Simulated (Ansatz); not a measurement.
Isolated molecules relaxed with PBE0-D4/def2-TZVP in Ansatz; ΔE leaves out vibrations. CCSD(T)/CBS is the MP2 limit (def2-TZVPP, def2-QZVPP) plus CCSD(T) − MP2 in def2-TZVPP, frozen cores. For Ge outer-core shells are correlated without core-valence functions, which leaves a few kJ/mol of doubt a bond. Scalar relativity is left out up to krypton. Each species was taken in one conformer, which may not be the lowest.

`[SH][GeH]1[CH2][NH]1` → `N=[CH][GeH2][SH]`  (isomerisation)

```csv
species,MP2/def2-QZVPP energy (Eh)
`[SH][GeH]1[CH2][NH]1`,-2569.31807
`N=[CH][GeH2][SH]`,-2569.32979
```

(1) Work out ΔE.

Largest T1 diagnostic among the species: 0.012.

## Answers

(1) ΔE = (-2569.32979) − (-2569.31807) = -0.01172 Eh = -30.8 kJ/mol. CCSD(T)/CBS gives -41.7 kJ/mol.

In def2-TZVPP, CCSD(T) changes the Hartree–Fock value by +35.2 kJ/mol (the triples alone add +4.1 kJ/mol) and MP2 by +49.1 kJ/mol.
